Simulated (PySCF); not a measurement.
Cl²⁺: excitation energy

Cl²⁺ [Ne] 3s2 3p3 (4S) → Cl²⁺ [Ne] 3s1 3p4 (4P), as a difference of total energies. Computed with PySCF 2.14 in aug-cc-pV(T+d)Z (6s5p4d2f, 55 functions), with no relativity, point nucleus. Correlated levels: valence: [Ne] frozen. The calculations carry no spin-orbit coupling.

| method | excitation energy (eV) |
| --- | --- |
| UHF | 12.835 |
| LDA | 12.570 |
| PBE | 12.452 |
| PBE0 | 12.624 |
| r2SCAN | 12.187 |
| B2PLYP | 12.726 |
| M06-2X | 12.694 |
| B3LYP | 12.643 |
| M06 | 12.894 |
| MP2 (valence) | 12.779 |
| SCS-MP2 (valence) | 12.769 |

**Question.** How much does correlation contribute at MP2 (valence)?

**Answer.** 12.779 − (12.835) = -0.056 eV, measured against UHF.

A first-order spin-orbit estimate (lowest level to lowest level, LS coupling) adds -0.046 eV.
